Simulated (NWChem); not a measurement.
System: C2H4AlF; SMILES C=[CH][AlH][F]

Excerpt of the output:

```
             Northwest Computational Chemistry Package (NWChem) 7.3.0
             --------------------------------------------------------

 CS  symmetry detected

                             Geometry "geometry" -> ""
                             -------------------------

 Output coordinates in angstroms (scale by  1.889725989 to convert to a.u.)

  No.       Tag          Charge          X              Y              Z
 ---- ---------------- ---------- -------------- -------------- --------------
    1 Al                  13.0000    -0.41760288     0.57449960     0.00000000
    2 H                    1.0000    -2.01005410     0.57753746     0.00000000
    3 F                    9.0000     0.36418913     2.06377461     0.00000000
    4 C                    6.0000     0.60278220    -1.07703153     0.00000000
    5 C                    6.0000    -0.07042330    -2.25131324     0.00000000
    6 H                    1.0000     1.70815684    -1.12204381     0.00000000
    7 H                    1.0000     0.43528783    -3.23512940     0.00000000
    8 H                    1.0000    -1.17640872    -2.29276200     0.00000000

 Effective nuclear repulsion energy (a.u.)     134.3419201692

      Symmetry information
      --------------------

 Group name             Cs
 Group number              2
 Group order               2
 No. of unique centers     8

  xc_inp: hfexch multiplicative factor not found.

                                 NWChem DFT Module
                                 -----------------

 Summary of "ao basis" -> "ao basis" (spherical)
 ------------------------------------------------------------------------------
       Tag                 Description            Shells   Functions and Types
 ---------------- ------------------------------  ------  ---------------------
 Al                        def2-svpd                10       24   5s3p2d
 H                         def2-svpd                 4        8   2s2p
 F                         def2-svpd                 9       23   4s3p2d
 C                         def2-svpd                 8       20   4s2p2d

      Symmetry analysis of basis
      --------------------------

        a'         85
        a"         34

            General Information
            -------------------
          SCF calculation type: DFT
          Wavefunction type:  closed shell.
          No. of atoms     :     8
          No. of electrons :    38
           Alpha electrons :    19
            Beta electrons :    19
          Charge           :     0
          Spin multiplicity:     1
          Use of symmetry is: on ; symmetry adaption is: on
          Maximum number of iterations: 150
          AO basis - number of functions:   119
                     number of shells:    51
          Convergence on energy requested:  1.00D-06
          Convergence on density requested:  1.00D-05
          Convergence on gradient requested:  5.00D-04

              XC Information
              --------------
                     Hartree-Fock (Exact) Exchange  1.000

      Superposition of Atomic Density Guess
      -------------------------------------

 Sum of atomic energies:        -418.33612504

      Non-variational initial energy
      ------------------------------

 Total energy =    -419.582240
 1-e energy   =    -844.815106
 2-e energy   =     290.890946
 HOMO         =      -0.330578
 LUMO         =      -0.041268

      Symmetry analysis of molecular orbitals - initial
      -------------------------------------------------

  Numbering of irreducible representations:

     1 a'          2 a"

  Orbital symmetries:

     1 a'          2 a'          3 a'          4 a'          5 a'
     6 a'          7 a'          8 a"          9 a'         10 a'
    11 a'         12 a'         13 a'         14 a"         15 a'
    16 a'         17 a'         18 a"         19 a'         20 a"
    21 a'         22 a"         23 a'         24 a'         25 a'
    26 a'         27 a'         28 a"         29 a'

     ---------------------------------------------
      Total Density - Mulliken Population Analysis
     ---------------------------------------------

    Atom       Charge   Shell Charges
 -----------   ------   -------------------------------------------------------
    1 Al  13    11.84   2.00  1.99  0.80  0.21  0.03  5.93  0.51  0.21  0.14  0.02
    2 H    1     1.17   0.68  0.49  0.01  0.00
    3 F    9     9.80   1.99  1.16  0.79 -0.01  3.57  2.16  0.12  0.00  0.01
    4 C    6     6.52   1.99  1.01  0.26  0.02  2.00  1.16  0.02  0.05
    5 C    6     5.81   1.99  0.99  0.27 -0.03  1.88  0.76  0.03 -0.08
    6 H    1     0.91   0.67  0.21  0.02 -0.00
    7 H    1     0.97   0.68  0.26  0.02  0.00
    8 H    1     0.99   0.68  0.28  0.02  0.01

   convergence    iter        energy       DeltaE   RMS-Dens  Diis-err
 ---------------- ----- ----------------- --------- --------- ---------
 d= 0,ls=0.0,diis     1   -419.1931561230 -5.54D+02  7.22D-03  5.66D-01
 d= 0,ls=0.0,diis     2   -419.2499437821 -5.68D-02  2.18D-03  2.17D-01
 d= 0,ls=0.0,diis     3   -419.2679753770 -1.80D-02  1.20D-03  4.58D-03
 d= 0,ls=0.0,diis     4   -419.2690453334 -1.07D-03  1.62D-04  1.38D-04
 d= 0,ls=0.0,diis     5   -419.2690784752 -3.31D-05  6.34D-05  1.69D-05
  Resetting Diis
 d= 0,ls=0.0,diis     6   -419.2690825436 -4.07D-06  2.10D-05  1.26D-06
 d= 0,ls=0.0,diis     7   -419.2690830022 -4.59D-07  5.78D-06  1.48D-07

         Total DFT energy =     -419.269083002195
      One electron energy =     -848.105963339820
           Coulomb energy =      334.493671426760
    Exchange-Corr. energy =      -39.998711258335
 Nuclear repulsion energy =      134.341920169201

 Numeric. integr. density =        0.000000000000

                  Occupations of the irreducible representations
                  ----------------------------------------------

                     irrep           alpha         beta
                     --------     --------     --------
                     a'               16.0         16.0
                     a"                3.0          3.0

                       DFT Final Molecular Orbital Analysis
                       ------------------------------------

 Vector   17  Occ=2.000000D+00  E=-4.964975D-01  Symmetry=a'
              MO Center= -9.3D-01, -2.0D-01,  2.2D-16, r^2= 3.7D+00
   Bfn.  Coefficient  Atom+Function         Bfn.  Coefficient  Atom+Function
  ----- ------------  ---------------      ----- ------------  ---------------
     3      0.326871  1 Al s                 25      0.309363  2 H  s
    26      0.237610  2 H  s                  2      0.204676  1 Al s
   113     -0.192246  8 H  s                105      0.176765  7 H  s
   104      0.166173  7 H  s                112     -0.156592  8 H  s
    80      0.148030  5 C  px                96     -0.129777  6 H  s

 Vector   18  Occ=2.000000D+00  E=-4.299752D-01  Symmetry=a'
              MO Center= -3.4D-01, -4.8D-01,  3.4D-16, r^2= 3.5D+00
   Bfn.  Coefficient  Atom+Function         Bfn.  Coefficient  Atom+Function
  ----- ------------  ---------------      ----- ------------  ---------------
    61      0.283758  4 C  py                25     -0.256859  2 H  s
    26     -0.221673  2 H  s                 64      0.217763  4 C  py
    60     -0.213850  4 C  px                 9      0.183990  1 Al px
    96     -0.180508  6 H  s                104      0.158260  7 H  s
    81     -0.129619  5 C  py                10     -0.126998  1 Al py

 Vector   19  Occ=2.000000D+00  E=-3.907361D-01  Symmetry=a"
              MO Center=  2.5D-01, -1.6D+00, -4.3D-16, r^2= 1.7D+00
   Bfn.  Coefficient  Atom+Function         Bfn.  Coefficient  Atom+Function
  ----- ------------  ---------------      ----- ------------  ---------------
    62      0.370695  4 C  pz                82      0.368848  5 C  pz
    65      0.284452  4 C  pz                85      0.226473  5 C  pz
    14      0.057325  1 Al pz                11      0.045524  1 Al pz
    74      0.043516  4 C  d  1               8     -0.033503  1 Al pz
   103      0.033492  6 H  pz                16     -0.029837  1 Al d -1

 Vector   20  Occ=0.000000D+00  E= 5.750781D-02  Symmetry=a'
              MO Center= -4.1D-01,  8.0D-01,  8.2D-14, r^2= 1.4D+01
   Bfn.  Coefficient  Atom+Function         Bfn.  Coefficient  Atom+Function
  ----- ------------  ---------------      ----- ------------  ---------------
     4      4.202602  1 Al s                  5     -3.953286  1 Al s
   105      1.151973  7 H  s                113     -0.938148  8 H  s
    97     -0.802889  6 H  s                 95      0.556231  5 C  d  2
    75      0.495322  4 C  d  2              58      0.452996  4 C  s
    36     -0.427367  3 F  s                 91      0.377423  5 C  d -2

 Vector   21  Occ=0.000000D+00  E= 5.837942D-02  Symmetry=a"
              MO Center= -4.0D-01, -6.6D-02,  4.8D-14, r^2= 5.0D+00
   Bfn.  Coefficient  Atom+Function         Bfn.  Coefficient  Atom+Function
  ----- ------------  ---------------      ----- ------------  ---------------
    14      0.902663  1 Al pz                82     -0.238498  5 C  pz
    11      0.200114  1 Al pz                85     -0.192312  5 C  pz
    45     -0.188652  3 F  pz                 8     -0.137646  1 Al pz
    39      0.110173  3 F  pz                42     -0.110022  3 F  pz
   111     -0.082995  7 H  pz                62      0.072031  4 C  pz

[...]
```

Level: Hartree-Fock/def2-SVPD. Coordinates come from a PBE-D3(BJ)/def2-SVP optimisation.

**Question.** Reconstruct the input file.

**Answer.** This is not unique; one that fits is the input that was run:
```
start job
memory heap 200 mb stack 900 mb global 1100 mb
geometry units angstroms noautoz
  Al    -0.382150     0.583100     0.000000
  H     -1.973508     0.642175     0.000000
  F      0.451566     2.043941     0.000000
  C      0.579485    -1.103316     0.000000
  C     -0.134627    -2.253180     0.000000
  H      1.682591    -1.187199     0.000000
  H      0.336150    -3.254183     0.000000
  H     -1.241386    -2.255683     0.000000
end
basis spherical
  * library def2-svpd
end
dft
  xc hfexch
  iterations 150
  mulliken
end
task dft energy
```
